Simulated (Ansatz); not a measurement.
Basis sets compared for the cluster Ga4F4. Total charge 0; singlet. Geometry r2SCAN-D4/def2-SVP. Ansatz on 4 threads of Arm Neoverse V1 on a shared host; times are rough, and most runs start from earlier orbitals.

```xyz
8

Ga   -2.224   -0.602    1.531
Ga   -0.632    1.610   -0.282
Ga    0.638   -1.600    0.287
Ga    2.218    0.596   -1.541
F    -1.342   -1.938    0.382
F     1.351    1.930   -0.377
F    -0.265    0.138    1.277
F     0.257   -0.135   -1.276
```

Another isomer (singlet) lies 0.35 eV lower at PBE0-D4/def2-TZVP; other spin states weren't run for this one.

Binding counts from free atoms (Ga doublet, F doublet) in the same basis, without a counterpoise term.

```
           level  functions  energy (Eh)  HOMO (eV)  LUMO (eV)  binding per atom (eV)  wall time
 PBE-D4/def2-SVP        184   -8096.2797      -5.74      -2.38                   3.57        3 s
PBE0-D4/def2-SVP        184   -8096.4094      -6.66      -1.70                   3.37      6.5 s
```

Task: Estimate the rows for PBE-D4/def2-TZVP (with forces), PBE0-D4/def2-TZVP.

Result: 
| level | functions | energy (Eh) | HOMO (eV) | LUMO (eV) | binding per atom (eV) | wall time |
| --- | --- | --- | --- | --- | --- | --- |
| PBE-D4/def2-TZVP (with forces) | 316 | -8097.7484 | -5.78 | -2.41 | 3.44 | 8 s |
| PBE0-D4/def2-TZVP | 316 | -8097.8737 | -6.68 | -1.73 | 3.27 | 19 s |
